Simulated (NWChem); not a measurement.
C₃H₉ClGe; SMILES [CH3][Ge]([CH3])([CH3])[Cl]

Results from NWChem. Medium grid unless said otherwise, to which SCAN and Minnesota functionals are sensitive. Geometry: optimised at PBE0/def2-SVP. Total energies of different functionals are on different scales.

```csv
level,energy (Ha),highest occupied level (eV),orbital gap (eV),dipole (D)
B3LYP/def2-SVP,-2656.5794,-7.63,8.61,2.67
PBE/def2-SVP,-2655.8314,-6.55,6.83,2.64
BLYP/def2-SVP,-2656.4675,-6.33,6.77,2.55
TPSS/def2-SVP,-2656.5432,-6.71,7.10,2.72
MPW1K/def2-SVP,-2656.6665,-8.99,10.84,2.87
BHandHLYP/def2-SVP,-2656.4164,-9.16,11.10,2.79
M06/def2-SVP,-2656.3465,-7.84,8.96,2.72
MN15-L/def2-SVP,-2656.3023,-7.23,8.02,2.77
PW6B95/def2-SVP,-2658.0212,-8.00,9.27,2.73
Hartree-Fock/def2-SVP,-2653.2920,-11.15,15.18,2.93
B97-D/def2-SVP,-2657.4997,-6.55,6.88,2.70
```
